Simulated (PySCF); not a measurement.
**Radial density of Sc⁺ (scandium, charge +1)**

PBE, [Ar] 3d1 4s1, high-spin 3D determinant. All numbers are calculated (PySCF 2.14, scalar relativity by spin-free X2C-1e, in jorge-DZP-DKH (8s6p2d1f, 43 functions)).

```json
{"r (bohr)": "0.00129", "4πr²ρ (e/bohr)": "0.1654", "4πr²(ρα − ρβ)": "0.0001"}
{"r (bohr)": "0.00217", "4πr²ρ (e/bohr)": "0.4203", "4πr²(ρα − ρβ)": "0.0002"}
{"r (bohr)": "0.00365", "4πr²ρ (e/bohr)": "1.054", "4πr²(ρα − ρβ)": "0.0006"}
{"r (bohr)": "0.00614", "4πr²ρ (e/bohr)": "2.558", "4πr²(ρα − ρβ)": "0.0014"}
{"r (bohr)": "0.0103", "4πr²ρ (e/bohr)": "5.830", "4πr²(ρα − ρβ)": "0.0031"}
{"r (bohr)": "0.0174", "4πr²ρ (e/bohr)": "11.89", "4πr²(ρα − ρβ)": "0.0060"}
{"r (bohr)": "0.0292", "4πr²ρ (e/bohr)": "20.07", "4πr²(ρα − ρβ)": "0.0092"}
{"r (bohr)": "0.0492", "4πr²ρ (e/bohr)": "24.85", "4πr²(ρα − ρβ)": "0.0077"}
{"r (bohr)": "0.0827", "4πr²ρ (e/bohr)": "20.74", "4πr²(ρα − ρβ)": "-0.0018"}
{"r (bohr)": "0.139", "4πr²ρ (e/bohr)": "19.32", "4πr²(ρα − ρβ)": "0.0039"}
{"r (bohr)": "0.234", "4πr²ρ (e/bohr)": "26.28", "4πr²(ρα − ρβ)": "0.0450"}
{"r (bohr)": "0.394", "4πr²ρ (e/bohr)": "15.33", "4πr²(ρα − ρβ)": "0.1147"}
{"r (bohr)": "0.662", "4πr²ρ (e/bohr)": "7.112", "4πr²(ρα − ρβ)": "0.4223"}
{"r (bohr)": "1.11", "4πr²ρ (e/bohr)": "8.156", "4πr²(ρα − ρβ)": "0.5681"}
{"r (bohr)": "1.87", "4πr²ρ (e/bohr)": "2.124", "4πr²(ρα − ρβ)": "0.5133"}
{"r (bohr)": "3.15", "4πr²ρ (e/bohr)": "0.4996", "4πr²(ρα − ρβ)": "0.4591"}
{"r (bohr)": "5.30", "4πr²ρ (e/bohr)": "0.08580", "4πr²(ρα − ρβ)": "0.0858"}
{"r (bohr)": "8.91", "4πr²ρ (e/bohr)": "0.0002249", "4πr²(ρα − ρβ)": "0.0002"}
```

Densities and radii are taken from the X2C orbitals without a picture-change correction, which distorts them close to the nucleus.
